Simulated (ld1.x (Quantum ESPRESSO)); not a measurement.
## Scattering properties, PAW potential for Ti (Z = 22)

titanium (Ti), PAW, made with ld1.x (Quantum ESPRESSO) 7.5 (PBE, scalar-relativistic). Core [Ne], reference 3s2 3p6 3d2 4s2 4p0. Waves: 3s (bound): rcut 1.35, rcutus 1.55 bohr; 4s (bound): rcut 1.35, rcutus 1.55 bohr; 3p (bound): rcut 1.50, rcutus 1.90 bohr; 4p (bound, empty): rcut 1.50, rcutus 1.90 bohr; 3d (bound): rcut 1.75, rcutus 2.40 bohr; 3d channel at 4.2 Ry: rcut 1.75, rcutus 2.40 bohr. Local part: all-electron potential smoothed inside 1.50 bohr (lloc = -1). Core correction: Bessel-smoothed model core, default radius (core density twice the valence density). Augmentation charge: PSQ, inside the norm-conserving radii.

The phase is arctan(r·u′/u) with u = r·R(r), unwrapped; energies in Ry, scanned from -7 to 5 Ry. A pole is an energy at which the radial function vanishes at the test radius. The pseudo phase is shifted by a multiple of π to meet the all-electron one at the reference energy, and phase errors are pseudo minus all-electron; the curves can meet again beyond the range given. Levels narrower than the energy grid can be missing from the lists of poles.

**Question.** For each channel, where are the poles, and over which energies does the pseudopotential scatter like the atom?

**Answer.**

```
channel  radius (bohr)  reference energy (Ry)  poles, all-electron       poles, pseudo  unbroken range about the reference energy with phases within 0.05 rad  phase error 1 Ry above the reference energy (rad)
      s           2.59                  -0.33          -4.58, 2.48         -4.58, 2.49                                                        the whole range                                             +0.000
      p           2.59                  -0.11          -2.79, 3.41  -2.79, -0.75, 0.61                                                            -0.4 to 0.1                                             -1.298
      d           2.59                  -0.31          -0.02, 4.78         -0.01, 4.78                                                              below 1.7                                             +0.009
```

The ghost test of this file was not conclusive. Its overlap operator is not positive definite in a basis up to 400 Ry (lowest eigenvalue p -22.01), so the file is unfit for use: the generalised eigenproblem breaks down once the basis is large enough, and its test numbers describe a broken file.

Phases in the d channel:

```json
{"E (Ry)": "-7.00", "all-electron": "1.425", "pseudo": "1.426"}
{"E (Ry)": "-6.74", "all-electron": "1.423", "pseudo": "1.423"}
{"E (Ry)": "-6.48", "all-electron": "1.420", "pseudo": "1.420"}
{"E (Ry)": "-6.22", "all-electron": "1.417", "pseudo": "1.417"}
{"E (Ry)": "-5.96", "all-electron": "1.413", "pseudo": "1.414"}
{"E (Ry)": "-5.70", "all-electron": "1.410", "pseudo": "1.410"}
{"E (Ry)": "-5.44", "all-electron": "1.406", "pseudo": "1.406"}
{"E (Ry)": "-5.18", "all-electron": "1.402", "pseudo": "1.402"}
{"E (Ry)": "-4.92", "all-electron": "1.397", "pseudo": "1.398"}
{"E (Ry)": "-4.66", "all-electron": "1.393", "pseudo": "1.393"}
{"E (Ry)": "-4.40", "all-electron": "1.387", "pseudo": "1.388"}
{"E (Ry)": "-4.14", "all-electron": "1.382", "pseudo": "1.382"}
{"E (Ry)": "-3.88", "all-electron": "1.375", "pseudo": "1.376"}
{"E (Ry)": "-3.62", "all-electron": "1.368", "pseudo": "1.369"}
{"E (Ry)": "-3.36", "all-electron": "1.361", "pseudo": "1.361"}
{"E (Ry)": "-3.10", "all-electron": "1.352", "pseudo": "1.353"}
{"E (Ry)": "-2.84", "all-electron": "1.341", "pseudo": "1.343"}
{"E (Ry)": "-2.58", "all-electron": "1.330", "pseudo": "1.331"}
{"E (Ry)": "-2.32", "all-electron": "1.315", "pseudo": "1.317"}
{"E (Ry)": "-2.06", "all-electron": "1.298", "pseudo": "1.300"}
{"E (Ry)": "-1.80", "all-electron": "1.276", "pseudo": "1.278"}
{"E (Ry)": "-1.54", "all-electron": "1.247", "pseudo": "1.249"}
{"E (Ry)": "-1.28", "all-electron": "1.204", "pseudo": "1.207"}
{"E (Ry)": "-1.02", "all-electron": "1.134", "pseudo": "1.137"}
{"E (Ry)": "-0.76", "all-electron": "0.982", "pseudo": "0.986"}
{"E (Ry)": "-0.50", "all-electron": "0.371", "pseudo": "0.376"}
{"E (Ry)": "-0.24", "all-electron": "-1.222", "pseudo": "-1.221"}
{"E (Ry)": "0.02", "all-electron": "-1.600", "pseudo": "-1.597"}
{"E (Ry)": "0.28", "all-electron": "-1.735", "pseudo": "-1.730"}
{"E (Ry)": "0.54", "all-electron": "-1.824", "pseudo": "-1.817"}
{"E (Ry)": "0.80", "all-electron": "-1.907", "pseudo": "-1.897"}
{"E (Ry)": "1.06", "all-electron": "-2.007", "pseudo": "-1.992"}
{"E (Ry)": "1.32", "all-electron": "-2.148", "pseudo": "-2.124"}
{"E (Ry)": "1.58", "all-electron": "-2.379", "pseudo": "-2.338"}
{"E (Ry)": "1.84", "all-electron": "-2.794", "pseudo": "-2.724"}
{"E (Ry)": "2.10", "all-electron": "-3.406", "pseudo": "-3.330"}
{"E (Ry)": "2.36", "all-electron": "-3.914", "pseudo": "-3.872"}
{"E (Ry)": "2.62", "all-electron": "-4.202", "pseudo": "-4.183"}
{"E (Ry)": "2.88", "all-electron": "-4.363", "pseudo": "-4.355"}
{"E (Ry)": "3.14", "all-electron": "-4.464", "pseudo": "-4.460"}
{"E (Ry)": "3.40", "all-electron": "-4.533", "pseudo": "-4.531"}
{"E (Ry)": "3.66", "all-electron": "-4.583", "pseudo": "-4.583"}
{"E (Ry)": "3.92", "all-electron": "-4.623", "pseudo": "-4.622"}
{"E (Ry)": "4.18", "all-electron": "-4.654", "pseudo": "-4.654"}
{"E (Ry)": "4.44", "all-electron": "-4.682", "pseudo": "-4.682"}
{"E (Ry)": "4.70", "all-electron": "-4.706", "pseudo": "-4.705"}
{"E (Ry)": "4.96", "all-electron": "-4.728", "pseudo": "-4.727"}
```
